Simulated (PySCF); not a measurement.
A structure optimised at PBE-D3(BJ)/def2-SVP, used in a PySCF frequency run:

```
C
C 1 1.3511
H 2 1.0982 1 121.04
Cl 1 1.7205 2 124.47 3 180.00
Br 2 1.8771 3 115.20 1 180.00
Br 1 1.8987 2 119.51 3 0.00
```
Charge 0, spin multiplicity 1.

Write its SMILES, formula and point group.

Cl/C(Br)=C\Br, C2HBr2Cl, Cs

What are its rotational constants (standard atomic weights)?

3.2465, 0.58568, 0.49617 GHz
